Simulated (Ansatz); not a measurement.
Gas-phase electronic energies from Ansatz, PBE0-D4/def2-TZVP geometries. CBS: MP2 limit from def2 TZ/QZ plus the TZ coupled-cluster correction, frozen cores. DFT in def2-TZVPP. For Se outer-core shells are correlated without core-valence functions, which leaves a few kJ/mol of doubt a bond. Scalar relativity is left out up to krypton. Each species was taken in one conformer, which may not be the lowest.

Reaction (ligand exchange at the Si–O bond): `F[SiH2]OC[SeH]` + H₂Se → `F[SiH2][SeH]` + `OC[SeH]`

(1) Is it downhill or uphill in electronic energy at CCSD(T)/CBS, and by how much? (Estimate.)

(2) What do these levels give: r2SCAN-D4, B97M-V, r2SCANh-D4, ωB97X-V, B2PLYP, PBE, revPBE, CAM-B3LYP, RPA@PBE/def2-TZVPP, HF/def2-TZVPP, CCSD/def2-TZVPP, HF/def2-QZVPP? (An estimate is asked.)

(3) What do rigid-rotor, harmonic-oscillator terms from PBE0-D4/def2-TZVP frequencies (298.15 K, 1 bar) make of the CCSD(T)/CBS value? (Estimate.)

Largest T1 diagnostic among the species: 0.011.

Results:

(1) Computed: Uphill: ΔE = +0.46 eV.

(2) The calculation gave: r2SCAN-D4 0.42, B97M-V 0.48, r2SCANh-D4 0.43, ωB97X-V 0.47, B2PLYP 0.47, PBE 0.27, revPBE 0.23, CAM-B3LYP 0.51, RPA@PBE/def2-TZVPP 0.53, HF/def2-TZVPP 0.56, CCSD/def2-TZVPP 0.51, HF/def2-QZVPP 0.57 eV.

(3) Computed: ΔZPE = +0.10 eV, ΔH = +0.54 eV, ΔS = 14 J/(mol·K), ΔG = +0.49 eV. Modes under 50 cm⁻¹ make the entropy rough.

The D4 term adds +0.06 eV with B3LYP and +0.03 eV with PBE0; it sums over pairs of atoms, weighted by their polarisabilities, and B3LYP, whose exchange is more repulsive, gets the larger term. From PBE to PBE0 (25 % exact exchange), in def2-TZVPP and without D4, ΔE moves by +0.04 eV.

B3LYP here is the variant with VWN-RPA as its local correlation; programs differ in this.
